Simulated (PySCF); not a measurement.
## Frontier levels across methods

Species: C3H8O2Si.
Numbering: `[OH:1][SiH2:2][O:3][CH:4]1[CH2:5][CH2:6]1` (hydrogens: H7 on O1; H8, H9 on Si2; H10 on C4; H11, H12 on C5; H13, H14 on C6)

Cartesian coordinates in Å at the PBE0-D3(BJ)/def2-SVP level; atoms count from 1:
```
atom  x, y, z in Å
O1     3.1819   -0.3800   -0.6685
Si2    1.9061    0.2056    0.2010
O3     0.4998   -0.2482   -0.5733
C4    -0.7249    0.3397   -0.2868
C5    -1.9455   -0.4842   -0.5013
C6    -1.5093   -0.1368    0.8993
H7     3.2070   -0.1540   -1.6029
H8     2.0264   -0.4048    1.5505
H9     1.9047    1.6997    0.2908
H10   -0.7807    1.4088   -0.5333
H11   -1.7735   -1.5101   -0.8361
H12   -2.8375   -0.0059   -0.9136
H13   -1.0623   -0.9381    1.4938
H14   -2.0916    0.5903    1.4716
```

Basis pcSseg-1 throughout (PySCF), one geometry. Geometry: PBE0-D3(BJ)/def2-SVP, one conformer, isolated molecule.

How do the orbital energies, the gap and the dipole change with the method?

| method | kind | HOMO (eV) | LUMO (eV) | gap (eV) | μ (D) | SCF cycles |
| --- | --- | --- | --- | --- | --- | --- |
| BLYP | GGA | -6.08 | 0.03 | 6.11 | 1.61 | 15 |
| OPBE | GGA | -6.18 | 0.20 | 6.38 | 1.59 | 16 |
| PBE | GGA | -6.21 | -0.03 | 6.18 | 1.61 | 15 |
| B97-D | GGA | -6.21 | 0.13 | 6.34 | 1.64 | 14 |
| KT2 | GGA | -6.28 | -0.17 | 6.11 | 1.57 | 16 |
| KT3 | GGA | -6.30 | -0.13 | 6.17 | 1.55 | 16 |
| BP86 | GGA | -6.32 | -0.02 | 6.30 | 1.63 | 15 |
| LDA | LDA | -6.36 | -0.25 | 6.12 | 1.68 | 15 |
| B3LYP | global hybrid | -7.38 | 0.63 | 8.01 | 1.72 | 13 |
| HF | Hartree–Fock | -10.92 | 4.23 | 15.15 | 2.01 | 10 |

The HOMO spans 4.84 eV, from BLYP down to HF, and the gap runs from 6.11 eV (KT2) to 15.15 eV (HF). Over the methods BLYP (0 %), OPBE (0 %), PBE (0 %), B97-D (0 %), KT2 (0 %), KT3 (0 %), BP86 (0 %), LDA (0 %), B3LYP (20 %), HF (100 %), a straight line through the gap against the share of exact exchange rises by 0.89 eV for each 10 % (correlation coefficient 0.999). The dipole ranges from 1.55 D (KT3) to 2.01 D (HF). This basis has no diffuse functions.
